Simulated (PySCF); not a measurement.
Spinor energies of Au⁶⁶⁺ (gold, charge +66)

Start: [Ne] 3s2 3p1; 3p1/2 filled at m_j = +1/2. Calculated with PySCF 2.14 in an even-tempered Gaussian basis (17 s from 23 bohr⁻², ratio 2.4; 14 p from 29 bohr⁻², ratio 2.4; 4 d from 97 bohr⁻², ratio 2.6; 4 f from 140 bohr⁻², ratio 2.6): generalised Hartree-Fock with the X2C-1e Hamiltonian and a Gaussian nucleus; one run each with spin-orbit coupling (SO) switched off, then screened by Boettger's factors.

```
spinor shell  electrons  ε, spin-free (eV)  ε, screened SO (eV)  weight of nominal j (screened SO)  rms radius, screened SO (bohr)
       1s1/2          2           -86970.9             -86934.6                              1.000                          0.0190
       2s1/2          2           -19961.8             -19948.4                              1.000                          0.0757
       2p1/2          2           -18039.1             -19398.4                              1.000                          0.0640
       3s1/2          2            -8089.5              -8084.8                              1.000                           0.181
       3p1/2          1            -7558.9              -7920.1                              1.000                           0.171
```

Task: Where does 2p3/2 lie, and what is the 2p spin-orbit splitting (screened SO)?

Result: At -17498.9 eV, 1899.5 eV above 2p1/2.

```
   quantity     spin-free   screened SO
E (hartree)  -13672.08470  -13708.54885
        M_J           1/2           1/2
       ⟨J²⟩         1.100         0.750
       ⟨L²⟩         2.001         2.036
       ⟨S²⟩         0.750         0.786
```

Each row is a mean over spinors that exchange with the open shell spreads, by up to 23.960 eV (2p1/2).

Breit and QED terms are absent; they matter most for the inner s and p1/2 levels.

Densities and radii are taken from the X2C orbitals without a picture-change correction, which distorts them close to the nucleus.

Without spin-orbit coupling the j labels of p, d and f shells carry no meaning; the spin-free column gives the mean over the occupied spinors of each nl shell, and its ⟨J²⟩ belongs to a mixture of degenerate components.
